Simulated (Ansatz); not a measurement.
Two isomers of C2H3BClF: A = `B/C=C(\F)Cl`, B = `FB1CC1Cl`.

Computed with Ansatz on PBE0-D4/def2-TZVP structures; ΔE is electronic, products minus reactants. CCSD(T)/CBS is the MP2 limit (def2-TZVPP, def2-QZVPP) plus CCSD(T) − MP2 in def2-TZVPP, frozen cores. Functionals use def2-TZVPP. B3LYP here is the variant with VWN-RPA as its local correlation; programs differ in this.

Problem. Which is lower in electronic energy at CCSD(T)/CBS, and by how much? (An estimate is asked.)

Solution. The calculation gave: B, by 122.4 kJ/mol.

Problem. Give E(B) − E(A) in kJ/mol with CCSD(T)/def2-TZVPP, B3LYP-D4, CCSD(T)/def2-SVP, HF/def2-TZVPP, B2PLYP, ωB97M-V, CCSD/def2-TZVPP. (Estimate.)

Solution. The calculation gave: CCSD(T)/def2-TZVPP -117.4, B3LYP-D4 -109.2, CCSD(T)/def2-SVP -119.3, HF/def2-TZVPP -109.1, B2PLYP -114.0, ωB97M-V -123.3, CCSD/def2-TZVPP -121.5. None reverses the order clearly.

Problem. Does the order hold for the free energy at 298.15 K (harmonic terms from PBE0-D4)? (Estimate.)

Solution. Ansatz gave: Yes: G(B) − G(A) = -115.7 kJ/mol.

Largest T1 diagnostic: 0.012.

At CCSD(T), def2-SVP lies +3.0 kJ/mol from the extrapolated value and def2-TZVPP +5.0 kJ/mol. In def2-TZVPP, CCSD(T) changes the Hartree–Fock value by −8.3 kJ/mol (the triples alone add +4.1 kJ/mol) and MP2 by −17.0 kJ/mol.
